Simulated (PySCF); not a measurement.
Species: thianthrene, C12H8S2.
Atom-mapped SMILES: `[cH:1]1[cH:2][cH:3][c:4]2[c:5]([cH:6]1)[S:7][c:8]1[cH:9][cH:10][cH:11][cH:12][c:13]1[S:14]2`

Geometry (PBE0-D3(BJ)/def2-SVP, Å), atoms numbered from 1 in this order:
```
atom  x, y, z in Å
C1     3.5248   -0.7333   -0.2958
C2     3.5625    0.6441   -0.0815
C3     2.4588    1.2956    0.4627
C4     1.3248    0.5671    0.8318
C5     1.2869   -0.8180    0.6162
C6     2.3831   -1.4593    0.0333
S7    -0.1063   -1.7795    1.1292
C8    -1.4404   -0.7422    0.6075
C9    -2.5670   -1.3221    0.0184
C10   -3.6649   -0.5342   -0.3176
C11   -3.6272    0.8433   -0.1035
C12   -2.4922    1.4329    0.4470
C13   -1.4025    0.6428    0.8231
S14   -0.0194    1.3999    1.6237
H15    4.3835   -1.2457   -0.7352
H16    4.4510    1.2190   -0.3518
H17    2.4686    2.3776    0.6124
H18    2.3338   -2.5346   -0.1528
H19   -2.5763   -2.3986   -0.1672
H20   -4.5482   -0.9982   -0.7618
H21   -4.4808    1.4666   -0.3789
H22   -2.4430    2.5138    0.5966
```

Probes without a nucleus sit at each ring's centroid and 1 Å off its mean plane on both sides; NICS is minus the shielding there, NICSzz its component along the normal. Level: GIAO B97-2/pcSseg-1 (PySCF, non-relativistic, gas phase) on the PBE0-D3(BJ)/def2-SVP geometry, one conformer.

Ring bond lengths (Å): C1–C2 1.395, C2–C3 1.392, C3–C4 1.397, C4–C5 1.402, C5–C6 1.397, C6–C1 1.392; C4–C5 1.402, C5–S7 1.769, S7–C8 1.769, C8–C13 1.402, C13–S14 1.768, S14–C4 1.768; C8–C9 1.397, C9–C10 1.392, C10–C11 1.395, C11–C12 1.392, C12–C13 1.398, C13–C8 1.402.

Task: What do the NICS probes read (ppm)?

Result: 
| ring | type | NICS(0) | NICS(1), two faces | NICS(1)zz, two faces | rms pucker (Å) | centre to ring atoms, mean (Å) |
| --- | --- | --- | --- | --- | --- | --- |
| C1–C2–C3–C4–C5–C6 | 6-membered carbocycle; formal bonds all aromatic | -8.3 | -10.7 / -10.5 | -24.9 / -25.8 | 0.01 | 1.40 |
| C4–C5–S7–C8–C13–S14 | 6-membered ring with 2 S; formal bonds 2 aromatic, 4 single | -2.6 | -4.6 / -3.0 | 1.9 / 1.6 | 0.31 | 1.59 |
| C8–C9–C10–C11–C12–C13 | 6-membered carbocycle; formal bonds all aromatic | -8.3 | -10.5 / -10.7 | -25.8 / -24.9 | 0.01 | 1.40 |

Task: What can be read from them?

Result: 
- C1–C2–C3–C4–C5–C6: mean NICS(1)zz -25.4 ppm, shielded, aromatic by this magnetic criterion (flat ring, no four-coordinate atom), though in fused rings the probe also feels the neighbouring ring.
- C4–C5–S7–C8–C13–S14: mean NICS(1)zz 1.8 ppm, near zero. The ring is puckered (0.31 Å rms).
- C8–C9–C10–C11–C12–C13: mean NICS(1)zz -25.4 ppm, shielded, aromatic by this magnetic criterion (flat ring, no four-coordinate atom), though in fused rings the probe also feels the neighbouring ring.

Task: And the bond-length index? HOMA takes Krygowski's 1993 parameters.

Result: 
- C1–C2–C3–C4–C5–C6: HOMA 0.98 = 1 − EN − GEO, with mean bond length 1.396 Å, EN = α(Ropt − mean)² = 0.017 and GEO = α × variance = 0.003. The geometric and the magnetic index point the same way.
- C4–C5–S7–C8–C13–S14: HOMA 0.46; the largest term is that of C5–S7, α(R − Ropt)² = 0.79.
- C8–C9–C10–C11–C12–C13: HOMA 0.98 = 1 − EN − GEO, with mean bond length 1.396 Å, EN = α(Ropt − mean)² = 0.017 and GEO = α × variance = 0.003. The geometric and the magnetic index point the same way.

Task: List the ring angles.

Result: 
- C1–C2–C3–C4–C5–C6: C1 120.1°, C2 120.1°, C3 120.2°, C4 119.7°, C5 119.8°, C6 120.2°; sum 719.9° against 720° for a flat convex ring.
- C4–C5–S7–C8–C13–S14: C4 120.9°, C5 120.9°, S7 100.9°, C8 120.9°, C13 120.9°, S14 101.0°; sum 685.5° against 720° for a flat convex ring.
- C8–C9–C10–C11–C12–C13: C8 119.8°, C9 120.2°, C10 120.0°, C11 120.1°, C12 120.2°, C13 119.7°; sum 719.9° against 720° for a flat convex ring.

Task: How do the values depend on the level or the medium?

Result: 
```json
{"level": "B97-2/pcSseg-1, gas", "NICS(0), C1–C2–C3–C4–C5–C6": "-8.3", "mean NICS(1)zz, C1–C2–C3–C4–C5–C6": "-25.4", "NICS(0), C4–C5–S7–C8–C13–S14": "-2.6", "mean NICS(1)zz, C4–C5–S7–C8–C13–S14": "1.8", "NICS(0), C8–C9–C10–C11–C12–C13": "-8.3", "mean NICS(1)zz, C8–C9–C10–C11–C12–C13": "-25.4"}
{"level": "PBE0/pcSseg-1, gas", "NICS(0), C1–C2–C3–C4–C5–C6": "-8.2", "mean NICS(1)zz, C1–C2–C3–C4–C5–C6": "-25.6", "NICS(0), C4–C5–S7–C8–C13–S14": "-2.7", "mean NICS(1)zz, C4–C5–S7–C8–C13–S14": "1.6", "NICS(0), C8–C9–C10–C11–C12–C13": "-8.2", "mean NICS(1)zz, C8–C9–C10–C11–C12–C13": "-25.6"}
```

The geometry is the same throughout.

Time: 37 s wall, 85 s CPU; peak memory 2.2 GiB. Hardware: Intel Xeon 6975P-C, 2 threads, shared host with 192 logical CPUs at a one-minute load of 41. This is the whole shielding run at B97-2/pcSseg-1, SCF included.
